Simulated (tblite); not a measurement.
Compound: C₇H₁₃P.
Numbering: `[CH3:1][CH:2]([CH3:3])[P:4]1[CH:5]=[CH:6][CH2:7][CH2:8]1` (hydrogens: H9, H10, H11 on C1; H12 on C2; H13, H14, H15 on C3; H16 on C5; H17 on C6; H18, H19 on C7; H20, H21 on C8)

Structure optimised with GFN2-xTB, isolated species.

**Question.** List the bond lengths, angles and torsions at this level.

**Answer.** 
```json
{"bond": "C1–C2, C2–C3", "length (bohr)": "2.881", "order": "single"}
{"bond": "C2–P4", "length (bohr)": "3.572", "order": "single"}
{"bond": "P4–C5", "length (bohr)": "3.445", "order": "single"}
{"bond": "C5=C6", "length (bohr)": "2.504", "order": "double"}
{"bond": "C6–C7", "length (bohr)": "2.826", "order": "single"}
{"bond": "C7–C8", "length (bohr)": "2.897", "order": "single"}
{"bond": "P4–C8", "length (bohr)": "3.537", "order": "single"}
{"bond": "C1–H9 and 5 like bonds", "length (bohr)": "2.058", "order": "single"}
{"bond": "C2–H12", "length (bohr)": "2.072", "order": "single"}
{"bond": "C5–H16", "length (bohr)": "2.038", "order": "single"}
{"bond": "C6–H17", "length (bohr)": "2.043", "order": "single"}
{"bond": "C7–H18, C7–H19", "length (bohr)": "2.066", "order": "single"}
{"bond": "C8–H20, C8–H21", "length (bohr)": "2.063", "order": "single"}
```

Bonds in one row agree within 0.02 bohr and their mean is given. Orders are formal, as drawn. A selection of angles:
```json
{"angle": "C2–C1–H9", "degrees": "110.1"}
{"angle": "C2–C1–H11", "degrees": "111.3"}
{"angle": "H9–C1–H10", "degrees": "108.5"}
{"angle": "C1–C2–C3", "degrees": "110.6"}
{"angle": "C1–C2–P4", "degrees": "109.3"}
{"angle": "C1–C2–H12", "degrees": "109.8"}
{"angle": "P4–C2–H12", "degrees": "108.3"}
{"angle": "C2–P4–C5", "degrees": "97.7"}
{"angle": "C2–P4–C8", "degrees": "99.5"}
{"angle": "C5–P4–C8", "degrees": "89.1"}
{"angle": "P4–C5–C6", "degrees": "114.5"}
{"angle": "P4–C5–H16", "degrees": "121.1"}
{"angle": "C6–C5–H16", "degrees": "124.4"}
{"angle": "C5–C6–C7", "degrees": "117.0"}
{"angle": "C5–C6–H17", "degrees": "124.0"}
{"angle": "C7–C6–H17", "degrees": "119.0"}
{"angle": "C6–C7–C8", "degrees": "107.6"}
{"angle": "C6–C7–H18", "degrees": "109.1"}
{"angle": "C6–C7–H19", "degrees": "110.9"}
{"angle": "C8–C7–H18", "degrees": "111.3"}
{"angle": "H18–C7–H19", "degrees": "107.0"}
{"angle": "C7–C8–H20", "degrees": "110.1"}
{"angle": "C7–C8–H21", "degrees": "112.6"}
{"angle": "P4–C8–C7", "degrees": "109.1"}
{"angle": "P4–C8–H20", "degrees": "106.5"}
{"angle": "P4–C8–H21", "degrees": "111.0"}
{"angle": "H20–C8–H21", "degrees": "107.4"}
```

Torsions: C1–C2–P4–C5 172° (antiperiplanar); C2–P4–C5–C6 -92° (anticlinal); P4–C5–C6–C7 1° (synperiplanar); C5–C6–C7–C8 -12° (synperiplanar); C6–C7–C8–P4 17° (synperiplanar); C2–P4–C8–C7 83° (synclinal). The mirror-image conformer, all signs reversed, is as good.

The 3 C–P bonds span 1.823 Å (P4–C5, drawn single) to 1.890 Å (C2–P4, drawn single), a spread of 0.067 Å. Of the pairs four or more bonds apart, C5···H14 is among the closest relative to their van der Waals radii: 2.76 Å, 95 % of the sum of Bondi's values. The 5 C–C bonds span 1.325 Å (C5=C6, drawn double) to 1.533 Å (C7–C8, drawn single), a spread of 0.208 Å. P4 (phosphine phosphorus) is pyramidal (angles 99.5°, 97.7° and 89.1°, sum 286.3°, 0.97 Å off the plane of its three neighbours). The 5-membered ring P4–C5–C6–C7–C8 has internal angles of 89.1° to 117.0° (sum 537°, against 540° for a flat polygon); it is puckered, 0.08 Å rms from its mean plane, widest ring torsion 17°.

Point group: C1 (no symmetry element, even within 0.4 Å). Its GFN2-xTB frequencies are all real (lowest 58 cm⁻¹). The numbers are those of one conformer. 3 starts were optimised and ended at 0.00, 0.02 and 0.42 kcal/mol (GFN2-xTB); the lowest of these is shown.

On an Arm Neoverse V2 with one thread, shared host, this took 0.44 s of wall time. That covers the optimisation of the geometry.

The numbers are calculated, not measured.
